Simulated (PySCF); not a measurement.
Polarisability and C₆ of Eu (europium, neutral)

[Xe] 4f7 5d2, high-spin 10F determinant (an excited configuration). All numbers are calculated (PySCF 2.14, the spin-free X2C one-electron Hamiltonian (Gaussian nucleus), in ANO-RCC-VTZP (8s7p5d3f2g1h, 104 functions)). Coupled (time-dependent) response in atomic units; α is the mean over directions. The basis has no added diffuse functions, which lowers α and C₆.

| method | mean α (bohr³) | C₆ (like pair) | S(−4) |
| --- | --- | --- | --- |
| UHF | 675.4 | 4639 | 4414000 |

S(−4) is the Cauchy moment in α(ω) = α(0) + S(−4) ω² + …

Spin-orbit coupling is absent.

α(iu) at UHF:

```tsv
u (hartree)	α(iu) (bohr³)
0	675.4
0.0500	57.71
0.100	30.19
0.200	21.52
0.300	18.23
0.500	13.65
0.750	9.752
1.00	7.244
1.50	4.454
2.00	3.047
3.00	1.725
5.00	0.7989
```

A single London oscillator, α(iu) = α/(1 + u²/ω²), gives C₆ = (3/4) ω α². Matching the computed C₆ needs ω = 4 × 4639 / (3 × 675.4²) = 0.0136 hartree.

Spin-orbit coupling, absent here, splits the open shell strongly.
